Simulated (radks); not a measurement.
Results of a calculation; reference values are marked as such.
Task: Numerical settings for the molybdenum ion Mo30+, [Ne] 3s2. Level of theory: scalar-relativistic Kohn-Sham, r2SCAN, spin-polarised, spherical densities, finite nucleus; meta-GGA in the generalised Kohn-Sham scheme; Fermi nuclear charge, rms radius 4.4091 fm (a radial shooting solver on a logarithmic mesh with Libxc functionals). The defaults (mesh step 0.008 in ln r, mesh end at 40 bohr or more with all orbitals vanishing there, Anderson mixing 0.5 over 9 steps, residual threshold near 1e-9 with the energy settled to 1e-9 hartree or 1e-11 of itself, here a cap of 96 iterations) give E = -3371.165 hartree and 3s at -1703.8 eV in 12 iterations. Run on one thread of a shared host, so times are rough (Arm Neoverse V1): 0.1 s of CPU time, 0.1 s wall, 12 iterations on 2189 mesh points. One setting is changed at a time: mesh step in ln r 0.12; mesh step in ln r 0.005; mesh step in ln r 0.2; mesh end (bohr) 8; mesh end (bohr) 2; residual threshold 0.001; residual threshold 1e-05; mixing 1; linear mixing, mixing 0.05; linear mixing, mixing 0.8; mixing history 2; iteration cap 2. Which runs fail to converge, and which converge to a wrong energy?

Result: Not converged within the cap: mesh step in ln r 0.12; mesh step in ln r 0.2; linear mixing, mixing 0.05; linear mixing, mixing 0.8; iteration cap 2. No run marked as converged misses the energy by more than 1 mhartree.
